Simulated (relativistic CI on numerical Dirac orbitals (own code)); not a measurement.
## Yb2+: 4d photoemission

Computed with this model: Dirac-Coulomb-Breit CI, separate exchange-only KLI orbitals for each configuration, QED by a radiative potential, valence Slater integrals scaled by 0.8, multiplet model of photoemission in the sudden approximation; configurations [Xe] 4f14 → [Kr] 4d9 4f14 5s2 5p6; 300 K; Lorentzian 1 eV and Gaussian 0.6 eV FWHM. Energies are those of the free ion, without screening or charge transfer. The energies are binding energies and can lie tens of eV above those of solids. S is read from ⟨S²⟩ = S(S + 1).

free ion: ground-state S = 0.00, centroid 209.47 eV. Peaks (eV, height): 205.8 (100), 215.0 (67).

Strongest unbroadened transitions for free ion:

| Energy (eV) | Relative strength |
| --- | --- |
| 205.82 | 100.0 |
| 214.95 | 66.7 |
